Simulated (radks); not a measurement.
Species: Pb. Configuration: [Hg] 6p2. All-electron calculation, non-relativistic Kohn-Sham, PBE, spin-unpolarised, spherical densities, point nucleus; relativity is left out, which matters for an element this heavy. Program: a radial shooting solver on a logarithmic mesh with Libxc functionals.

Radial electron density D(r) = 4 pi r^2 rho(r):

```
   r/bohr * D(r) (the largest magnitude, 144, reaches the edge; | marks zero)
 0.001558 |   *
 0.002129 |     *
 0.002908 |         *
 0.003973 |               *
 0.005471 |                      *
 0.007475 |                              *
  0.01021 |                                     *
  0.01395 |                                       *
  0.01906 |                                     *
  0.02604 |                                    *
  0.03557 |                                           *
   0.0486 |                                                      *
  0.06639 |                                                      *
   0.0907 |                                              *
   0.1239 |                                                  *
   0.1693 |                                                 *
   0.2331 |                                 *
   0.3185 |                                  *
   0.4351 |                                *
   0.5944 |              *
    0.812 |         *
    1.109 |      *
    1.516 |  *
     2.07 |*
    2.829 |*
    3.864 *
    5.279 *
    7.212 *
    9.853 *
```

D(r) has 4 maxima, at r = 0.0137, 0.0570, 0.145, 0.362 bohr, and minima at 0.0238, 0.0967, 0.263 bohr, inside which lie 1.93, 11.45, 30.63 electrons.
